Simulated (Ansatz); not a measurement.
A nudged elastic band was laid between two geometries of BrH + H4Sn (7 atoms, charge 0, multiplicity 1).

Theory: Ansatz 0.2.0, RHF/def2-SVP.

* movable images: 7
* climbing image: yes
* spring: 5.0 eV/Å²
* optimiser: quadratic models (default)
* start path: through a guess of the saddle point
* force threshold: 0.05 eV/Å
* iteration limit: 60
* end points: relaxed

Initial state:

```xyz
7
Properties=species:S:1:pos:R:3
Sn 0.471 0.000 -0.294
H 0.373 0.000 1.414
H 2.118 0.000 -0.754
H -0.291 1.398 -0.910
H -0.291 -1.398 -0.910
Br -3.581 0.000 1.950
H -2.550 0.000 2.911
```

Final state:

```xyz
7
Properties=species:S:1:pos:R:3
Sn -0.350 0.000 -0.952
H -0.279 0.000 4.080
H 0.889 0.000 0.213
H -0.348 1.412 -1.899
H -0.348 -1.412 -1.899
Br -2.519 0.000 0.323
H -0.797 0.000 3.541
```

(1) Which bonds break or form, and what moves?

(2) Give the energies along the band, and the barrier.

(3) What is the geometry of the highest image?

Answers

(1) Bonds broken: Sn1–H2, Br6–H7. Bonds formed: Sn1–Br6, H2–H7. BrH + H4Sn becomes BrH3Sn + H2.

(2) The forces met the threshold. The highest image is number 3 of 0 to 8, 1.75 eV above the first end and 2.48 eV above the last; the last end lies 0.73 eV below the first. Neighbouring images differ by up to 1.4 eV, so the band resolves the path poorly. A vibrational analysis at the climbing image gives one clearly imaginary mode, 924i cm⁻¹: a first-order saddle point. The orbitals stay closed-shell, which can raise the energy where a bond breaks towards radicals; this wasn't checked here.

```tsv
image	path coordinate (Å)	energy (eV)	Sn1–H2 (Å)	Br6–H7 (Å)	Sn1–Br6 (Å)
0	0.00	0.00	1.71	1.41	4.63
1	0.88	0.03	1.71	1.41	4.23
2	1.77	0.33	1.73	1.42	3.61
3	2.65	1.75	1.97	1.92	3.17
4	3.45	0.77	2.38	2.28	2.73
5	4.24	-0.23	2.92	2.58	2.55
6	5.04	-0.64	3.57	2.96	2.52
7	5.84	-0.72	4.32	3.41	2.52
8	6.63	-0.73	5.03	3.65	2.52
```

(3) 
```xyz
7
Properties=species:S:1:pos:R:3
Sn -0.103 0.000 -0.156
H -0.094 0.000 1.812
H 1.609 0.000 -0.050
H -0.670 1.478 -0.723
H -0.670 -1.478 -0.723
Br -2.852 0.000 1.424
H -0.972 0.000 1.825
```

Time of the run: 3.6 min on 1 thread of Arm Neoverse V1, on a shared host, peak memory 0.17 GiB.
